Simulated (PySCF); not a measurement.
**PbCl4: one-bond stretch**

All numbers come from PySCF, PBE0, basis Pb def2-SVP with ECP60, Cl def2-SVP (scalar-relativistic core potentials, no spin–orbit coupling, density fitting).

Rigid scan from the singlet minimum (Pb–Cl 2.413 Å (×4); Cl–Pb–Cl 109.5° (×6)). Coordinate: the bond from Pb to the last atom (Cl) scaled, the rest fixed. Energies in kJ/mol from the minimum.

```json
{"scale of one bond": "0.92", "E (kJ/mol)": "32.0", "dipole size (D)": "0.82"}
{"scale of one bond": "0.96", "E (kJ/mol)": "7.0", "dipole size (D)": "0.40"}
{"scale of one bond": "1.00", "E (kJ/mol)": "0.0", "dipole size (D)": "0.00"}
{"scale of one bond": "1.05", "E (kJ/mol)": "8.0", "dipole size (D)": "0.47"}
{"scale of one bond": "1.12", "E (kJ/mol)": "37.0", "dipole size (D)": "1.05"}
{"scale of one bond": "1.20", "E (kJ/mol)": "80.7", "dipole size (D)": "1.59"}
{"scale of one bond": "1.35", "E (kJ/mol)": "163.2", "dipole size (D)": "2.30"}
{"scale of one bond": "1.55", "E (kJ/mol)": "248.2", "dipole size (D)": "–"}
{"scale of one bond": "1.80", "E (kJ/mol)": "313.2", "dipole size (D)": "–"}
{"scale of one bond": "2.20", "E (kJ/mol)": "357.7", "dipole size (D)": "–"}
```

At long bonds a restricted determinant can lie too high, and another spin state can fall below this curve.

With an element this heavy the missing spin–orbit coupling can shift these numbers.
